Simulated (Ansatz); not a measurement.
Cost and result for the atomization energy of C3H5ClSi (`CC#C[SiH2]Cl`) (10 atoms, 9 bonds).

```xyz
10

C    -1.097    1.477   -1.300
C    -0.375    0.559   -0.447
C     0.227   -0.211    0.265
Si    1.130   -1.356    1.328
Cl    0.604   -3.293    0.883
H    -1.919    1.947   -0.755
H    -1.515    0.951   -2.162
H    -0.436    2.264   -1.669
H     2.587   -1.225    1.107
H     0.794   -1.115    2.749
```

The species carries charge 0 and has multiplicity 1. Geometry: relaxed with PBE0-D4/def2-TZVP. Program: Ansatz. All runs use 4 threads of an Arm Neoverse V1 on a shared host. Times are those of one run each, without the atoms' runs, and a repeat can differ threefold. Electronic energies, without spin–orbit coupling; frozen cores. CCSD(T)/CBS adds CCSD(T) − MP2 in def2-TZVPP to the MP2 limit, and its time is that of the two runs behind it. T1 = 0.011. B3LYP takes the VWN-RPA correlation (the form of Gaussian; ORCA's B3LYP/G).

CCSD(T)/CBS is a level of theory with its own doubt, some kJ/mol a heavy atom from the limit and from the frozen cores, so smaller differences don't rank the functionals.

```
                             level  functions  wall time
   PBE-D4/def2-TZVPP (with forces)        247      2.3 s
                PBE0-D4/def2-TZVPP        247      2.8 s
 B3LYP-D4/def2-TZVPP (with forces)        247      4.3 s
r2SCAN-D4/def2-TZVPP (with forces)        247      4.5 s
                 B2PLYP/def2-TZVPP        247      4.8 s
                ωB97X-V/def2-TZVPP        247      7.5 s
  ωB97M-V/def2-TZVPP (with forces)        247       11 s
                    MP2/def2-QZVPP        461       19 s
                CCSD(T)/def2-TZVPP        247      110 s
                 CCSD(T)/CBS(def2)          –    2.2 min
```

Question: What atomization energy does each give, and how far from CCSD(T)/CBS? (Best estimate.)

Answer: Ansatz gave: 
```tsv
level	atomization (kJ/mol)	difference from CCSD(T)/CBS	per bond
PBE-D4/def2-TZVPP (with forces)	4009.7	79.1	8.8
PBE0-D4/def2-TZVPP	3951.2	20.6	2.3
B3LYP-D4/def2-TZVPP (with forces)	3926.1	-4.5	-0.5
r2SCAN-D4/def2-TZVPP (with forces)	3948.2	17.6	2.0
B2PLYP/def2-TZVPP	3898.4	-32.2	-3.6
ωB97X-V/def2-TZVPP	3936.0	5.4	0.6
ωB97M-V/def2-TZVPP (with forces)	3943.9	13.3	1.5
MP2/def2-QZVPP	3974.6	44.0	4.9
CCSD(T)/def2-TZVPP	3829.7	-100.9	-11.2
CCSD(T)/CBS(def2)	3930.6	0.0	0.0
```

The D4 term adds +33.0 kJ/mol with B3LYP and +17.4 kJ/mol with PBE0; it sums over pairs of atoms, weighted by their polarisabilities, and B3LYP, whose exchange is more repulsive, gets the larger term. From PBE to PBE0 (25 % exact exchange), in def2-TZVPP and without D4, the atomization energy moves by −55.5 kJ/mol: exact exchange takes away binding that semilocal exchange gives to molecules. In def2-TZVPP, CCSD(T) changes the Hartree–Fock value by +877.4 kJ/mol (the triples alone add +62.4 kJ/mol) and MP2 by +962.8 kJ/mol; breaking electron pairs costs correlation energy, which Hartree–Fock lacks.
